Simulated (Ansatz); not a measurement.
Isolated molecules relaxed with PBE0-D4/def2-TZVP in Ansatz; ΔE leaves out vibrations. CCSD(T)/CBS is the MP2 limit (def2-TZVPP, def2-QZVPP) plus CCSD(T) − MP2 in def2-TZVPP, frozen cores. For Br outer-core shells are correlated without core-valence functions, which leaves a few kJ/mol of doubt a bond. Scalar relativity is left out up to krypton. One conformer a species, not always the lowest.

Reaction (cleavage of the Si–Si bond): `O[SiH](O)[Si](F)(F)F` + HBr → `F[Si](F)(F)Br` + `O[SiH2]O`

```
               species  CCSD(T)/CBS(def2) energy (Eh)
`O[SiH](O)[Si](F)(F)F`                    -1030.00345
                   HBr                    -2573.91920
       `F[Si](F)(F)Br`                    -3162.03492
            `O[SiH2]O`                     -441.92975
```

Question: Work out ΔE.

Answer: ΔE = (-3162.03492) + (-441.92975) − (-1030.00345) − (-2573.91920) = -0.04202 Eh = -110.3 kJ/mol.

Largest T1 diagnostic among the species: 0.012.

From PBE to PBE0 (25 % exact exchange), in def2-TZVPP and without D4, ΔE moves by −8.0 kJ/mol. The D4 term adds +4.2 kJ/mol with B3LYP and +2.8 kJ/mol with PBE0; it sums over pairs of atoms, weighted by their polarisabilities, and B3LYP, whose exchange is more repulsive, gets the larger term.

B3LYP here is the variant with VWN-RPA as its local correlation; programs differ in this.
